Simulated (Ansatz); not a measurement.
Computed with Ansatz on PBE0-D4/def2-TZVP structures; ΔE is electronic, products minus reactants. CCSD(T)/CBS is the MP2 limit (def2-TZVPP, def2-QZVPP) plus CCSD(T) − MP2 in def2-TZVPP, frozen cores. This one scheme is used for every species. Functionals use def2-TZVPP. Open shells (•) are unrestricted, without spin–orbit coupling. One conformer a species, not always the lowest.

`O[SiH2]O[SiH](F)F` → `[OH]`• + `F[SiH](F)O[SiH2]`•  (homolysis of the O–Si bond)

```json
{"level": "PBE", "ΔE (kJ/mol)": "545.5"}
{"level": "r2SCAN", "ΔE (kJ/mol)": "542.0"}
```

Task: What does CCSD(T)/CBS give? (An estimate is asked.)

Result: The calculation gave: +573.9 kJ/mol. The listed levels differ from it by -28.4, -31.9 kJ/mol.

Largest T1 diagnostic among the species: 0.013.

In def2-TZVPP, CCSD(T) changes the Hartree–Fock value by +130.6 kJ/mol (the triples alone add +9.2 kJ/mol) and MP2 by +161.2 kJ/mol; breaking electron pairs costs correlation energy, which Hartree–Fock lacks. From PBE to PBE0 (25 % exact exchange), in def2-TZVPP and without D4, ΔE moves by −5.0 kJ/mol: exact exchange takes away binding that semilocal exchange gives to molecules. The D4 term adds +5.4 kJ/mol with B3LYP and +3.0 kJ/mol with PBE0; it sums over pairs of atoms, weighted by their polarisabilities, and B3LYP, whose exchange is more repulsive, gets the larger term.

B3LYP here is the variant with VWN-RPA as its local correlation; programs differ in this.
